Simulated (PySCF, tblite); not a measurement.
Compound: C6H13FOSi2.
Geometry (GFN2-xTB, Å), atoms numbered from 1 in this order:
```xyz
23
C6H13FOSi2 angstrom
C     -0.6763    2.5596    0.4784
C     -0.8270    1.2512    0.5947
C     -1.0107    0.3217   -0.5504
C     -1.8972   -0.8723   -0.1930
F     -2.4184   -1.3953   -1.3685
C     -1.0708   -1.9545    0.4944
C      0.2005   -2.2013   -0.3255
Si     0.6484   -0.5070   -1.0659
O      1.9281    0.1640   -0.3427
Si     2.8140    1.2588    0.4717
H     -0.7179    3.0476   -0.4812
H     -0.5120    3.1944    1.3317
H     -0.7759    0.7895    1.5724
H     -1.4707    0.8569   -1.3829
H     -2.7702   -0.5802    0.4058
H     -0.8145   -1.5990    1.4934
H     -1.6649   -2.8643    0.5980
H     -0.0193   -2.9096   -1.1228
H      0.9776   -2.6452    0.2932
H      0.9123   -0.4630   -2.5000
H      4.1762    0.7437    0.3579
H      2.6443    2.5532   -0.1819
H      2.3396    1.2779    1.8541
```

The calculation used PBE0/pcSseg-1 in PySCF (dipole) on a GFN2-xTB geometry, gas phase.

Take the most abundant isotopes and a rigid rotor. The values belong to one conformer with, in the numbering `[CH2:1]=[CH:2][C@@H:3]1[C@@H:4]([F:5])[CH2:6][CH2:7][Si@@H:8]1[O:9][SiH3:10]`, C1–C2–C3–C4 -148°, C7–Si8–O9–Si10 -122°, C2–C3–C4–F5 158°, C3–C4–C6–C7 -48°, C4–C6–C7–Si8 33°, C6–C7–Si8–O9 106°.

Problem. What are A, B and C (MHz)?

Solution. Ia = 330.33, Ib = 733.57, Ic = 916.88 u·Å²; 505379 MHz·u·Å²/I gives A = 1530, B = 688.9, C = 551.2 MHz.

Problem. What kind of rotor is it?

Solution. An asymmetric top; Ray's κ = -0.719.

Problem. Is it planar, by Δ = Ic − Ia − Ib?

Solution. Not planar: Δ = Ic − Ia − Ib = -147.01 u·Å². For a rigid frame Δ = −2 Σ m c², so Σ m c² = 73.51 u·Å² lies off the ab plane: 22.46 from hydrogen and 51.05 from heavier atoms. The atom farthest from that plane is 2.11 Å away.

Problem. Which types of transition are allowed, and where do some lines up to J = 2 fall?

Solution. The dipole components are |μa| = 1.12 D, |μb| = 0.37 D, |μc| = 1.30 D. The squared components, which scale the intensities, stand as 0.74 : 0.08 : 1.00 (a : b : c). Some lines, for components of 0.1 D or more:

| type | branch | J(Ka,Kc) | MHz | lower level (cm⁻¹) |
| --- | --- | --- | --- | --- |
| a | Q | 2(1,1) ← 2(1,2) | 413 | 0.148 |
| c | Q | 2(1,2) ← 2(0,2) | 719 | 0.124 |
| c | Q | 1(1,1) ← 1(0,1) | 841 | 0.041 |
| b | Q | 2(1,1) ← 2(0,2) | 1132 | 0.124 |
| a | R | 1(0,1) ← 0(0,0) | 1240 | 0.000 |
| b | R | 1(1,1) ← 0(0,0) | 2081 | 0.000 |
| c | R | 1(1,0) ← 0(0,0) | 2219 | 0.000 |
| a | R | 2(0,2) ← 1(0,1) | 2465 | 0.041 |
| c | Q | 2(2,1) ← 2(1,1) | 2523 | 0.161 |
| b | Q | 2(2,0) ← 2(1,1) | 2538 | 0.161 |
| b | Q | 2(2,1) ← 2(1,2) | 2936 | 0.148 |
| b | R | 2(1,2) ← 1(0,1) | 3183 | 0.041 |
| c | R | 2(1,1) ← 1(0,1) | 3597 | 0.041 |
| b | R | 2(2,1) ← 1(1,0) | 5141 | 0.074 |
| c | R | 2(2,0) ← 1(1,0) | 5156 | 0.074 |
| c | R | 2(2,1) ← 1(1,1) | 5279 | 0.069 |

Problem. Estimate the classical rotational partition function at 25 K, 50 K and 200 K.

Solution. Point group C1, symmetry number σ = 1; q = (√π/σ)·√((kT/h)³/(ABC)), k/h = 20836.6 MHz/K: 27600 at 25 K, 78200 at 50 K, 626000 at 200 K.

Its GFN2-xTB frequencies are all real (lowest 27 cm⁻¹). Zero-point vibration and centrifugal distortion are left out. A rigid rotor knows nothing of internal rotation, which can split or shift real lines.
